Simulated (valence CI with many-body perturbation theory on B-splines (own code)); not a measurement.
# Bi: calculated level list

Calculated by relativistic CI+MBPT: five valence electrons over a frozen Dirac-Fock core [Xe] 4f14 5d10, a basis of 10 s, 10 p, 9 d, 7 f, 4 g, 2 h functions for each j, with the one-electron correlation potential Σ1, the two-electron term Σ2, the three-electron term Σ3, Breit, model QED; selected CI, second order for the rest, scaled by the run's own slope (own B-spline code, finite nucleus).

Against 16 measured levels this calculation errs by 234 cm⁻¹ on average and by 549 at most. These come from a selection out of the NIST Handbook of Basic Atomic Spectroscopic Data. Levels without a partner in it may be off by more. Among the levels kept, up to 380 cm⁻¹ of a level comes from second order outside the variational space, and about a tenth of that is noise between levels of different J, which matters for small intervals.

Levels 1 to 23 of 23, with energies above the lowest level, (6s^2 6p1/2^2 6p3/2) J=3/2. "Leading %" is the weight of the configuration and term that name the level; weights of strongly mixed levels are sums over their largest components and can fall short. In the jj column 3d3/2^4 stands for four electrons in 3d with j = 3/2. Lifetimes count E1, E2, E3, M1 and M2 decay at the calculated energies, and are blank where another channel may lead or the interval is too uncertain; long ones can be off by a factor of two.

| No. | Configuration | Term | J | E (eV) | Leading % | Lifetime | Second component | Leading jj |
| --- | --- | --- | --- | --- | --- | --- | --- | --- |
| 1 | 6s2.6p3 | 4S° | 3/2 | 0.0000 | 54 |  | 27 % 6s2.6p3 2P° | 6s^2 6p1/2^2 6p3/2 (83 %) |
| 2 | 6s2.6p3 | 2D° | 3/2 | 1.431 | 56 | 32.4 ms | 32 % 6s2.6p3 4S° | 6s^2 6p1/2 6p3/2^2 (84 %) |
| 3 | 6s2.6p3 | 2D° | 5/2 | 1.928 | 94 | 133 ms |  | 6s^2 6p1/2 6p3/2^2 (94 %) |
| 4 | 6s2.6p3 | 2P° | 1/2 | 2.691 | 94 | 17.7 ms |  | 6s^2 6p1/2 6p3/2^2 (94 %) |
| 5 | 6s2.6p2.7s | 4P | 1/2 | 4.012 | 56 | 5.68 ns | 21 % 6s2.6p2.7s 2P | 6s^2 6p1/2^2 7s (90 %) |
| 6 | 6s2.6p3 | 2P° | 3/2 | 4.143 | 60 | 5.52 ms | 24 % 6s2.6p3 2D° | 6s^2 6p3/2^3 (89 %) |
| 7 | 6s2.6p2.7p | 4D° | 1/2 | 5.051 | 43 | 56.1 ns | 31 % 6s2.6p2.7p 2P° | 6s^2 6p1/2^2 7p1/2 (89 %) |
| 8 | 6s2.6p2.7p | 4D° | 3/2 | 5.276 | 24 | 34.4 ns | 22 % 6s2.6p2.7p 4P° | 6s^2 6p1/2^2 7p3/2 (90 %) |
| 9 | 6s2.6p2.6d | 4F | 3/2 | 5.400 | 36 | 28.9 ns | 16 % 6s2.6p2.6d 2D | 6s^2 6p1/2^2 6d3/2 (86 %) |
| 10 | 6s2.6p2.6d | 4D | 5/2 | 5.510 | 20 | 4.21 ns | 19 % 6s2.6p2.6d 4F | 6s^2 6p1/2^2 6d5/2 (88 %) |
| 11 | 6s2.6p2.7s | 4P | 3/2 | 5.570 | 83 | 5.63 ns | 9 % 6s2.6p2.7s 2P | 6s^2 6p1/2 6p3/2 7s (92 %) |
| 12 | 6s2.6p2.7s | 2P | 1/2 | 5.694 | 55 | 5.09 ns | 22 % 6s2.6p2.7s 4P | 6s^2 6p1/2 6p3/2 7s (77 %) |
| 13 | 6s2.6p2.8s | 4P | 1/2 | 5.805 | 44 | 9.65 ns | 21 % 6s2.6p2.8s 2P | 6s^2 6p1/2^2 8s (78 %) |
| 14 | 6s2.6p2.7s | 4P | 5/2 | 6.014 | 48 | 5.29 ns | 44 % 6s2.6p2.7s 2D | 6s^2 6p1/2 6p3/2 7s (88 %) |
| 15 | 6s2.6p2.8p | 4D° | 1/2 | 6.123 | 42 | 219 ns | 33 % 6s2.6p2.8p 2P° | 6s^2 6p1/2^2 8p1/2 (89 %) |
| 16 | 6s2.6p2.7s | 2D | 3/2 | 6.126 | 39 | 5.14 ns | 32 % 6s2.6p2.7s 2P | 6s^2 6p1/2 6p3/2 7s (72 %) |
| 17 | 6s2.6p2.8p | 4D° | 3/2 | 6.197 | 22 | 111 ns | 21 % 6s2.6p2.8p 4P° | 6s^2 6p1/2^2 8p3/2 (90 %) |
| 18 | 6s2.6p2.7d | 4F | 3/2 | 6.278 | 32 | 16.3 ns | 14 % 6s2.6p2.7d 2D | 6s^2 6p1/2^2 7d3/2 (77 %) |
| 19 | 6s2.6p2.7d | 2D | 5/2 | 6.290 | 22 | 15.4 ns | 20 % 6s2.6p2.7d 4D | 6s^2 6p1/2^2 7d5/2 (89 %) |
| 20 | 5f.6s2.6p2 | 2F° | 7/2 | 6.367 | 23 | 58.3 ns | 19 % 5f.6s2.6p2 2G° | 5f7/2 6s^2 6p1/2^2 (90 %) |
| 21 | 5f.6s2.6p2 | 4G° | 5/2 | 6.367 | 33 | 54.7 ns | 17 % 5f.6s2.6p2 2F° | 5f5/2 6s^2 6p1/2^2 (90 %) |
| 22 | 6s2.6p2.9s | 4P | 1/2 | 6.409 | 51 | 43.1 ns | 25 % 6s2.6p2.9s 2P | 6s^2 6p1/2^2 9s (90 %) |
| 23 | 6s2.6p2.9p | 4D° | 1/2 | 6.561 | 42 | 604 ns | 33 % 6s2.6p2.9p 2P° | 6s^2 6p1/2^2 9p1/2 (89 %) |

The ionisation energy to 6s2.6p2 3P_0 of the next ion comes out as 7.2268 eV (NIST: 7.28552 eV (measured), further off than twice its uncertainty). All 23 levels together are meant to be complete up to 6.591 eV.
